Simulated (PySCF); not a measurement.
**Atomic charges against the basis set**

Species: C₄H₅BCl₂.
Bonds: C1–C2, C2–C3 (double), C3–C4 (double), C4–B5, B5–Cl6, B5–Cl7. Hydrogens: H8, H9, H10 on C1; H11 on C2; H12 on C4.

PBE0 throughout (PySCF), one geometry, spherical d and f functions. Isolated species at its PBE0-D3(BJ)/def2-SVP geometry, gas phase. Atoms taken as equivalent share a column and are averaged. The first 7 of 9 kinds of atom are listed.

Mulliken charges (e):

| basis | functions | C1 | C2 | C3 | C4 | B5 | Cl6/Cl7 | H8/H9/H10 |
| --- | --- | --- | --- | --- | --- | --- | --- | --- |
| STO-3G | 48 | -0.232 | -0.104 | +0.045 | -0.201 | +0.316 | -0.167 | +0.098 |
| 6-31G | 81 | -0.527 | -0.266 | +0.131 | -0.320 | +0.014 | -0.015 | +0.192 |
| pcSseg-0 | 81 | -0.676 | -0.227 | -0.068 | -0.509 | +0.562 | -0.192 | +0.256 |
| 6-31G* | 116 | -0.559 | -0.324 | +0.283 | -0.406 | +0.174 | -0.092 | +0.200 |
| cc-pVDZ | 131 | -0.037 | -0.266 | +0.192 | -0.159 | +0.148 | -0.097 | +0.064 |
| def2-SVP | 131 | -0.032 | -0.269 | +0.194 | -0.189 | +0.086 | -0.077 | +0.063 |
| aug-cc-pVDZ | 214 | +0.304 | +0.826 | -0.687 | +0.968 | +0.379 | -0.240 | -0.105 |
| 6-311+G(2d,p) | 235 | -0.678 | -0.272 | +0.623 | -0.521 | +0.561 | -0.237 | +0.161 |
| def2-TZVP | 259 | -0.322 | -0.167 | +0.123 | -0.341 | +0.247 | -0.119 | +0.137 |
| cc-pVTZ | 288 | -0.249 | -0.162 | +0.088 | -0.235 | +0.120 | -0.087 | +0.110 |
| IGLO-III | 313 | -0.356 | +0.007 | -0.054 | -0.295 | +0.260 | -0.098 | +0.130 |

IAO charges (e):

```
        basis  functions      C1      C2      C3      C4      B5  Cl6/Cl7  H8/H9/H10
       STO-3G         48  -0.392  -0.169  +0.096  -0.311  +0.063   -0.028     +0.149
        6-31G         81  -0.428  -0.181  +0.096  -0.346  +0.118   -0.056     +0.163
     pcSseg-0         81  -0.423  -0.184  +0.100  -0.343  +0.119   -0.056     +0.161
       6-31G*        116  -0.408  -0.181  +0.100  -0.350  +0.154   -0.066     +0.156
      cc-pVDZ        131  -0.407  -0.184  +0.099  -0.352  +0.157   -0.066     +0.155
     def2-SVP        131  -0.398  -0.181  +0.099  -0.348  +0.149   -0.059     +0.151
  aug-cc-pVDZ        214  -0.417  -0.189  +0.100  -0.358  +0.161   -0.069     +0.159
6-311+G(2d,p)        235  -0.419  -0.190  +0.100  -0.358  +0.156   -0.065     +0.160
    def2-TZVP        259  -0.419  -0.190  +0.101  -0.359  +0.159   -0.066     +0.159
      cc-pVTZ        288  -0.420  -0.190  +0.101  -0.359  +0.162   -0.068     +0.160
     IGLO-III        313  -0.421  -0.191  +0.100  -0.359  +0.153   -0.063     +0.160
```

Hirshfeld charges (e):

```
        basis  functions      C1      C2      C3      C4      B5  Cl6/Cl7  H8/H9/H10
       STO-3G         48  -0.020  -0.026  +0.018  -0.101  +0.277   -0.158     +0.027
        6-31G         81  -0.084  -0.042  +0.027  -0.142  +0.145   -0.087     +0.048
     pcSseg-0         81  -0.088  -0.037  +0.030  -0.153  +0.132   -0.071     +0.047
       6-31G*        116  -0.085  -0.045  +0.029  -0.138  +0.160   -0.094     +0.048
      cc-pVDZ        131  -0.096  -0.047  +0.033  -0.149  +0.142   -0.075     +0.050
     def2-SVP        131  -0.100  -0.048  +0.032  -0.158  +0.135   -0.064     +0.050
  aug-cc-pVDZ        214  -0.110  -0.055  +0.026  -0.161  +0.148   -0.069     +0.054
6-311+G(2d,p)        235  -0.101  -0.054  +0.023  -0.159  +0.141   -0.067     +0.053
    def2-TZVP        259  -0.105  -0.053  +0.027  -0.158  +0.146   -0.070     +0.053
      cc-pVTZ        288  -0.106  -0.051  +0.031  -0.155  +0.146   -0.073     +0.053
     IGLO-III        313  -0.110  -0.056  +0.024  -0.164  +0.139   -0.059     +0.054
```

ESP-fitted charges (e):

| basis | functions | C1 | C2 | C3 | C4 | B5 | Cl6/Cl7 | H8/H9/H10 |
| --- | --- | --- | --- | --- | --- | --- | --- | --- |
| STO-3G | 48 | -0.364 | -0.032 | +0.053 | -0.294 | +0.519 | -0.237 | +0.125 |
| 6-31G | 81 | -0.329 | -0.098 | +0.007 | -0.246 | +0.353 | -0.181 | +0.127 |
| pcSseg-0 | 81 | -0.428 | -0.037 | -0.025 | -0.335 | +0.489 | -0.217 | +0.151 |
| 6-31G* | 116 | -0.371 | -0.034 | -0.094 | -0.062 | +0.154 | -0.116 | +0.135 |
| cc-pVDZ | 131 | -0.321 | -0.028 | -0.132 | -0.020 | +0.103 | -0.093 | +0.121 |
| def2-SVP | 131 | -0.316 | -0.028 | -0.134 | -0.018 | +0.094 | -0.085 | +0.120 |
| aug-cc-pVDZ | 214 | -0.361 | -0.005 | -0.145 | -0.033 | +0.130 | -0.102 | +0.132 |
| 6-311+G(2d,p) | 235 | -0.380 | +0.004 | -0.173 | +0.027 | +0.054 | -0.079 | +0.137 |
| def2-TZVP | 259 | -0.375 | +0.008 | -0.167 | +0.008 | +0.076 | -0.084 | +0.135 |
| cc-pVTZ | 288 | -0.364 | 0.000 | -0.155 | -0.009 | +0.095 | -0.090 | +0.132 |
| IGLO-III | 313 | -0.361 | 0.000 | -0.174 | +0.035 | +0.048 | -0.074 | +0.132 |

Some averages cover members that differ in this geometry, most widely: H8/H9/H10, Mulliken in aug-cc-pVDZ -0.225 to -0.035; Cl6/Cl7, Mulliken in aug-cc-pVDZ -0.263 to -0.217; H8/H9/H10, ESP-fitted in def2-TZVP +0.119 to +0.158; H8/H9/H10, ESP-fitted in 6-311+G(2d,p) +0.121 to +0.160 e.

**Question.** Which scheme is steadiest as the basis changes?

**Answer.** Largest range over the bases for any column: IAO 0.10 e, Hirshfeld 0.15 e, ESP-fitted 0.47 e, Mulliken 1.49 e. IAO charges move least and Mulliken charges most, counted in e. Without the minimal STO-3G basis the ranges are IAO 0.04, Hirshfeld 0.03, ESP-fitted 0.44, Mulliken 1.49 e.

**Question.** How much do the charges still move between the two largest bases, cc-pVTZ and IGLO-III?

**Answer.** At most, over all atoms: Mulliken 0.168 e, IAO 0.009 e, Hirshfeld 0.016 e, ESP-fitted 0.047 e.

**Question.** What do the same runs give for the total energy, the frontier levels and the dipole moment?

**Answer.** 
| basis | energy (Eh) | HOMO (eV) | LUMO (eV) | μ (D) |
| --- | --- | --- | --- | --- |
| STO-3G | -1088.0328 | -6.14 | 0.16 | 3.25 |
| 6-31G | -1100.0836 | -7.60 | -1.86 | 3.42 |
| pcSseg-0 | -1098.7569 | -7.88 | -2.06 | 3.34 |
| 6-31G* | -1100.1565 | -7.48 | -1.75 | 3.03 |
| cc-pVDZ | -1100.2211 | -7.53 | -1.76 | 2.79 |
| def2-SVP | -1099.7842 | -7.55 | -1.73 | 2.60 |
| aug-cc-pVDZ | -1100.2321 | -7.63 | -1.94 | 2.82 |
| 6-311+G(2d,p) | -1100.2723 | -7.64 | -1.96 | 2.78 |
| def2-TZVP | -1100.2877 | -7.61 | -1.90 | 2.72 |
| cc-pVTZ | -1100.2980 | -7.61 | -1.88 | 2.76 |
| IGLO-III | -1100.2843 | -7.61 | -1.90 | 2.64 |

The dipole is fixed by the density alone, so its range of 0.82 D shows that the density itself changes with the basis, not only its division among atoms.
